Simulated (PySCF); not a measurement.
H2Ge, SMILES `[GeH2]` (lower singlet), neutral singlet in the gas phase. This singlet lies 0.98 eV below the relaxed triplet at the level composite: frozen-core CCSD(T) with HF/cc-pV5Z and the correlation energy extrapolated as X^-3 from cc-pVQZ and cc-pV5Z, plus phaseless AFQMC minus CCSD(T) in cc-pVTZ // PBE0-D3(BJ)/def2-TZVP (Ansatz).

Cartesian coordinates (Å):
SMILES: [GeH2]
```xyz
3

Ge    -0.0009     0.7474     0.0000
H     -1.1333    -0.3750     0.0000
H      1.1342    -0.3724     0.0000
```
Charge 0, multiplicity 1.

All levels are single points at this geometry (PBE0-D3(BJ)/def2-TZVP); Pople sets use spherical d functions. Orbital energies aren't observables, and empty levels follow the basis.

BP86/6-31G* in PySCF gives HOMO (eV) = -5.96.

### Question
Estimate the HOMO (eV) from each of these levels: PBE0-D3(BJ)/def2-TZVP in PySCF; B3LYP/6-311+G** (LANL2DZ on Ge) in PySCF; B3LYP/6-31G* in PySCF; B3LYP/LANL2DZ in PySCF; HF/STO-3G in PySCF.

### Answer

```csv
level,HOMO (eV)
PBE0-D3(BJ)/def2-TZVP in PySCF,-6.90
B3LYP/6-311+G** (LANL2DZ on Ge) in PySCF,-6.55
B3LYP/6-31G* in PySCF,-6.70
B3LYP/LANL2DZ in PySCF,-6.57
HF/STO-3G in PySCF,-6.31
```
